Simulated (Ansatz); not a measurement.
Born–Oppenheimer molecular dynamics of AlFH3NO (7 atoms, charge 0, multiplicity 1). It starts from a relaxed structure.

The calculation used Ansatz, RKS PBE-D4/def2-SVP.

* ensemble: NVE (velocity Verlet)
* time step: 0.5 fs
* steps asked: 250
* starting velocities drawn for: 1500 K
* seed: 301818

First frame:

```xyz
7
Properties=species:S:1:pos:R:3
Al 0.078 -0.179 0.139
N -0.037 0.042 1.888
H -0.908 0.153 2.407
H 0.766 0.076 2.518
O 1.617 -0.351 -0.587
H 1.726 -0.475 -1.542
F -1.323 -0.217 -0.783
```

Q: How far do the bonds stretch over the last three quarters of this one trajectory? (Pairs bonded in most of those frames.)

A: 
```
  bond  mean (Å)  spread (Å)  shortest  longest
Al1–N2     1.790       0.028      1.75     1.85
Al1–O5     1.712       0.046      1.63     1.79
Al1–F7     1.688       0.047      1.59     1.77
 N2–H3     1.039       0.046      0.96     1.11
 N2–H4     1.030       0.034      0.97     1.09
 O5–H6     0.971       0.022      0.93     1.01
```

Mean temperature of the second half: 696 K. The conserved energy stayed within 0.74 meV per atom of its start (net change 0.57 meV per atom), so the integration is sound. Over the second half the temperature averaged 0.46 of the 1500 K drawn at the start: a run that starts near a minimum puts about half its kinetic energy into the potential. A run of 0.12 ps of so small a system gives no equilibrium averages.

Time of the run: 3.4 min on 2 threads of Arm Neoverse V2, on a shared host, peak memory 0.12 GiB.
